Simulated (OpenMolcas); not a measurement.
Te²⁺: CASPT2 settings compared

| Property | Result |
| --- | --- |
| Program | OpenMolcas |
| Basis | ANO-R1 [6s5p3d1f] |
| Scalar Hamiltonian | X2C, finite nucleus |
| Active space | 4 electrons in 4 orbitals (5s 5p) |
| State averaging | 2S+1 = 3 even, 6 roots; 2S+1 = 1 even, 6 roots; 2S+1 = 5 odd, 1 root; 2S+1 = 3 odd, 9 roots; 2S+1 = 1 odd, 8 roots |
| Spin-orbit coupling | state interaction with AMFI integrals over the reference wave functions, term energies averaged over their components |

Methods on the same reference wave functions:
A. CASSCF
B. SS-CASPT2, IPEA 0.5 Eh, real shift 0.1 Eh (closed shells correlated: 4d)
C. SS-CASPT2, IPEA 0.3 Eh, imaginary shift 0.25 Eh (closed shells correlated: 4d)
D. MS-CASPT2, IPEA 0.5 Eh, real shift 0.1 Eh (closed shells correlated: 4d)
E. XMS-CASPT2, IPEA 0.2 Eh, sigma2 regulariser 0.1 Eh (closed shells correlated: 4d)

Energies in eV above 5s2 5p2 3P0, the measured ground level; measured values from the list in Zhang, Palmeri, Quinet and Biemont, Astron. Astrophys. 551, A136 (2013).

```json
{"Level": "5s2 5p2 3P0", "A": "0.0000", "B": "0.0000", "C": "0.0000", "D": "0.0000", "E": "0.0000", "Measured": "0.0000"}
{"Level": "5s2 5p2 3P1", "A": "0.5499", "B": "0.531", "C": "0.529", "D": "0.532", "E": "0.519", "Measured": "0.5898"}
{"Level": "5s2 5p2 3P2", "A": "1.0126", "B": "0.965", "C": "0.968", "D": "0.971", "E": "0.987", "Measured": "1.0126"}
{"Level": "5s2 5p2 1D2", "A": "2.3568", "B": "2.164", "C": "2.190", "D": "2.180", "E": "2.347", "Measured": "2.1523"}
{"Level": "5s2 5p2 1S0", "A": "3.6711", "B": "3.950", "C": "3.989", "D": "3.964", "E": "4.197", "Measured": "3.7689"}
{"Level": "5s 5p3 5S* 2", "A": "6.4372", "B": "7.390", "C": "7.435", "D": "7.406", "E": "7.656", "Measured": "8.0077"}
{"Level": "5s 5p3 3D* 2", "A": "10.8567", "B": "10.453", "C": "10.371", "D": "10.469", "E": "10.419", "Measured": "10.3159"}
{"Level": "5s 5p3 3D* 1", "A": "10.8817", "B": "10.455", "C": "10.371", "D": "10.471", "E": "10.416", "Measured": "10.2769"}
{"Level": "5s 5p3 3D* 3", "A": "11.0480", "B": "10.619", "C": "10.533", "D": "10.635", "E": "10.575", "Measured": "10.5641"}
{"Level": "5s 5p3 3P* 0", "A": "12.3817", "B": "12.184", "C": "12.145", "D": "12.200", "E": "12.258", "Measured": "11.9101"}
{"Level": "5s 5p3 3P* 1", "A": "12.4643", "B": "12.234", "C": "12.189", "D": "12.250", "E": "12.294", "Measured": "11.9746"}
{"Level": "5s 5p3 3P* 2", "A": "12.5908", "B": "12.342", "C": "12.292", "D": "12.357", "E": "12.395", "Measured": ""}
{"Level": "5s 5p3 1D* 2", "A": "16.0358", "B": "14.265", "C": "14.098", "D": "14.281", "E": "14.115", "Measured": ""}
{"Level": "5s 5p3 3S* 1", "A": "16.2819", "B": "14.600", "C": "14.416", "D": "14.616", "E": "14.367", "Measured": "14.1610"}
{"Level": "5s 5p3 1P* 1", "A": "17.5840", "B": "15.933", "C": "15.806", "D": "15.949", "E": "15.814", "Measured": ""}
```

Deviations, from unrounded energies. A percentage is the sum of absolute deviations over the sum of measured energies, with the sign that they share, or ± where signs differ.

| Against measurement | Levels | A | B | C | D | E |
| --- | --- | --- | --- | --- | --- | --- |
| mean absolute deviation (cm-1) | 11 | 4900 | 1700 | 1300 | 1700 | 1600 |
| fine structure of the ground term (%) | 2 | ±2.5 | -6.6 | -6.6 | -6.2 | -6.0 |
| other terms of the ground configuration (%) | 2 | ±5.1 | +3.3 | +4.4 | +3.8 | +10.5 |
| other configurations (%) | 7 | ±8.1 | ±2.5 | ±1.9 | ±2.6 | ±1.9 |

C lies closest to measurement on these levels and A furthest from it. The largest miss of C in the table is 5s 5p3 5S* 2, by -4600 cm-1. The ranking rests on the paired levels alone, and a cruder setting can come out closer through cancelling errors.

Among B to E the level of the table that moves most is 5s 5p3 5S* 2, by 2100 cm-1 (lowest in B, highest in E). Moves below CASPT2's spread within the term are not significant.

The mean deviations of B to E differ by less than CASPT2's widest spread within a term (1500 cm-1), so their order carries little weight.

From A to B the spin-free energies of the other terms of 5s2 5p2 shown, above 3P, scale by factors of 0.85 to 1.12.

The lowest spin-free term lies below A's lowest term by 0.361 hartree in B, 0.366 hartree in C, 0.362 hartree in D, 0.376 hartree in E.

CASPT2 breaks the degeneracy within a term, and the mean is taken; among the terms shown or strongly mixed into the levels shown the widest spread is 1500 cm-1 (5s 5p3 1D*, E). Over all roots computed the reference weight is 0.90 to 0.95 in C, 0.83 to 0.95 in E; the roots of lowest weight are the least certain, and an intruder state may touch them. Terms of s pⁿ other than that of highest spin mix with s² pⁿ⁻² d, which this space lacks; all of them can be thousands of cm-1 off, and some have no real level of that name. Measured partners are found by configuration, term and J. A level has none where our copy of the source lacks it or the pairing is in doubt (some pairs that miss far off the trend of their configuration count as doubtful), and it then counts in no deviation. Levels of configurations outside the active space are missing. Levels that lie high or do not pair safely by name in every column are left out.

* marks odd parity.
